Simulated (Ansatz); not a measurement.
Molecule: WCl$_{2}$, net charge 0, quintet state. The spin state was set by rule; other spins were not relaxed. 
Structure (B3LYP-D3(BJ)/def2-TZVP (Ansatz, a quantum-chemistry and plane-wave program) minimum search):
```
W
Cl 1 2.2856
Cl 1 2.2856 2 141.09
```
Charge 0, spin multiplicity 5.

Basis-set convergence of Hartree-Fock and CCSD(T) correlation energies (hartree) with Ansatz. Cores are frozen in the correlated levels unless marked. Open shells are spin-unrestricted. No spin-orbit coupling. Frozen are the shells of the preceding noble gas and the d and f shells that filled before the atom's block. In def2 rows, elements after Kr have scalar-relativistic effective core potentials.

| basis | functions | E(HF) | E(corr, CCSD(T)) |
|---|---|---|---|
| def2-SVP | 68 | -985.19903 | -0.38565 |
| def2-TZVPP | 140 | [?] | [?] |

Complete the blanks.


- def2-TZVPP, E(HF): -985.53107
- def2-TZVPP, E(corr, CCSD(T)): -0.54836
